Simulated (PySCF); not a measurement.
# Electron correlation in As⁺ (arsenic, charge +1)

[Ar] 3d10 4s2 4p2, high-spin 3P determinant. Computed with PySCF 2.14 in aug-cc-pVTZ-DK, with the spin-free X2C one-electron Hamiltonian (Gaussian nucleus). Frozen: [Ar] 3d10; 4 electrons correlated.

```tsv
level	correlation energy (mhartree)
CCSD	-69.06
(T)	-1.64
CCSD(T)	-70.70
```

Diagnostics: T1 = 0.0074, D1 = 0.0195, largest double amplitude 0.091.

Q: Is a single reference adequate?

A: Mostly. T1 lies below 0.03, but a double amplitude of this size points to a near-degeneracy that CCSD handles and MP2 describes poorly.
